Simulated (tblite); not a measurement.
Isomers of C5H9NO2Si. Level: GFN2-xTB in tblite, geometry and Hessian alike; calculated harmonic values, unscaled, isolated species. Against measured fundamentals such values can be off by several per cent, at times by over 20. Modes of hydrogen on silicon can be 10 to 20 % off. One conformer each.

Electronic energies: GFN2-xTB at the same geometries; isomer energies are rough at this level and their order can be wrong.

```json
{"SMILES": "CO[Si@H](O)n1cccc1", "electronic energy, lowest = 0 (kJ/mol)": "0.0"}
{"SMILES": "C=CO[SiH2]CC(=O)N=C", "electronic energy, lowest = 0 (kJ/mol)": "320.8"}
{"SMILES": "C=NC(=C)O[SiH2]C(C)=O", "electronic energy, lowest = 0 (kJ/mol)": "363.1"}
{"SMILES": "COCc1cnoc1[SiH3]", "electronic energy, lowest = 0 (kJ/mol)": "424.7"}
{"SMILES": "[SiH3]COCc1ncco1", "electronic energy, lowest = 0 (kJ/mol)": "337.1"}
{"SMILES": "[H]/N=C/C[C@H]1OCC(=O)[SiH2]1", "electronic energy, lowest = 0 (kJ/mol)": "466.4"}
{"SMILES": "[SiH3]CCOc1ncco1", "electronic energy, lowest = 0 (kJ/mol)": "283.4"}
{"SMILES": "N#C[C@H]1CC[SiH2]OCO1", "electronic energy, lowest = 0 (kJ/mol)": "266.8"}
```

Question: How do GFN2-xTB zero-point energies change the relative energies?

Answer: 
```tsv
SMILES	ZPE (kJ/mol)	of it from modes above 1550 cm⁻¹	electronic (kJ/mol)	with ZPE, lowest = 0 (kJ/mol)	lowest mode (cm⁻¹)	rings
CO[Si@H](O)n1cccc1	353.8	174.0	0.0	0.0	31	1
N#C[C@H]1CC[SiH2]OCO1	352.0	164.8	266.8	265.0	56	1
[SiH3]CCOc1ncco1	343.2	159.9	283.4	272.8	53	1
C=CO[SiH2]CC(=O)N=C	337.5	185.9	320.8	304.4	31	0
[SiH3]COCc1ncco1	340.4	158.0	337.1	323.7	31	1
C=NC(=C)O[SiH2]C(C)=O	336.5	186.2	363.1	345.8	27	0
COCc1cnoc1[SiH3]	341.0	156.3	424.7	411.8	51	1
[H]/N=C/C[C@H]1OCC(=O)[SiH2]1	346.1	172.8	466.4	458.7	67	1
```

The zero-point energies span 17.3 kJ/mol, from `C=NC(=C)O[SiH2]C(C)=O` to `CO[Si@H](O)n1cccc1`. The order is unchanged.

Question: What do entropy and thermal enthalpy add at 298.15 K and 1 bar (rigid rotor, harmonic oscillator, one conformer each)?

Answer: 
```csv
SMILES,point group,symmetry number,S (J/(mol K)),H − H(0) (kJ/mol),ZPE + H − H(0) − TS (kJ/mol)
CO[Si@H](O)n1cccc1,C1,1,432.5,30.60,255.5
N#C[C@H]1CC[SiH2]OCO1,C1,1,396.2,27.34,261.2
[SiH3]CCOc1ncco1,C1,1,415.8,28.40,247.6
C=CO[SiH2]CC(=O)N=C,C1,1,459.1,33.00,233.6
[SiH3]COCc1ncco1,C1,1,425.2,28.90,242.5
C=NC(=C)O[SiH2]C(C)=O,C1,1,451.5,33.17,235.0
COCc1cnoc1[SiH3],C1,1,415.7,29.23,246.2
[H]/N=C/C[C@H]1OCC(=O)[SiH2]1,C1,1,399.6,27.92,254.9
```
